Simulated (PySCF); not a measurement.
Where the electron goes

Species: C₅H₈ClFO.
Z-matrix (Å and degrees, GFN2-xTB geometry), rows numbered from 1:
```
C 
C   1  1.5334
C   2  1.5333  1  110.69
C   2  1.5379  1  109.71  3  -121.23
F   4  1.3697  2  110.01  1    60.90
C   2  1.5075  1  109.69  3   121.18
O   6  1.1863  2  127.53  1   119.14
Cl  6  1.7629  2  113.13  1   -60.86
H   1  1.0860  2  110.66  3   -55.29
H   1  1.0881  2  110.61  3  -176.05
H   1  1.0872  2  109.06  3    64.49
H   3  1.0859  2  110.66  1    55.25
H   3  1.0879  2  110.60  1   176.03
H   3  1.0870  2  109.03  1   -64.53
H   4  1.0936  2  111.26  1   179.46
H   4  1.0937  2  111.28  1   -57.66
```

The calculation used TDDFT CAM-B3LYP/def2-SVPD, vertical, gas phase, core orbitals frozen in the response (PySCF 2.14.0, density-fitted response routines).

Frontier orbitals with the atoms that hold most of them (Löwdin shares over 4%, at most four atoms; ? is withheld):

```json
{"orbital": "LUMO+2", "ε (eV)": "1.58", "atoms": "Cl8 51%, C6 10%, C4 6%"}
{"orbital": "LUMO+1", "ε (eV)": "0.98", "atoms": "Cl8 27%, C6 11%, C1 8%, C3 8%"}
{"orbital": "LUMO", "ε (eV)": "?", "atoms": "?"}
{"orbital": "HOMO", "ε (eV)": "-10.06", "atoms": "?"}
{"orbital": "HOMO-1", "ε (eV)": "-10.87", "atoms": "Cl8 74%, C6 7%, C2 6%, F5 5%"}
{"orbital": "HOMO-2", "ε (eV)": "-10.93", "atoms": "Cl8 72%, O7 11%, C6 8%"}
{"orbital": "HOMO-3", "ε (eV)": "-11.26", "atoms": "C2 19%, C4 19%, F5 18%, C1 8%"}
```

(1) Which atoms hold the LUMO, and with what shares?

(2) Give the leading atoms of the HOMO.

(3) What is the LUMO energy, and the HOMO–LUMO gap?

Answers

(1) C6 (bonded to C, Cl and O) 40%; O7 (bonded to C) 33%; Cl8 (bonded to C) 12%; C2 (bonded to 4 C) 5%. By element: carbon 45% or more, oxygen 33%, chlorine 12%.

(2) O7 (bonded to C) 50%; Cl8 (bonded to C) 24%; C6 (bonded to C, Cl and O) 8%; C2 (bonded to 4 C) 8%. By element: oxygen 50%, chlorine 24%, carbon 16% or more.

(3) ε(LUMO) = -0.13 eV; the gap is 9.93 eV (0.3648 hartree).

How does S1 compare with the orbital gap of 9.93 eV?

S1 is at 5.09 eV (f = 0.0004), 4.83 eV below the gap, made of HOMO→LUMO (96%). Without the coupling terms of the response equations the lowest excitation would equal the gap.

Give energy, strength and leading configuration of S1, S2 and S3, and follow the Löwdin shares of the leading atoms from the occupied to the empty orbital.

- S1 (5.09 eV, f 0.0004), HOMO→LUMO (96%): O7 50% → 33%, Cl8 24% → 12%, C6 8% → 40%; low, almost dark, from the terminal oxygen into the C=O bond, the pattern of n→π*
- S2 (6.73 eV, f 0.0000), HOMO-1→LUMO (96%): Cl8 74% → 12%, C6 7% → 40%, O7 at most 5% → 33%
- S3 (7.09 eV, f 0.012), HOMO-2→LUMO (80%): Cl8 72% → 12%, O7 11% → 33%, C6 8% → 40%

Löwdin shares depend on the basis, the more so with diffuse functions.

The run took about 2.8 min of CPU time (grids of density and orbitals included) (one thread, shared machine).

One conformer stands for the species.
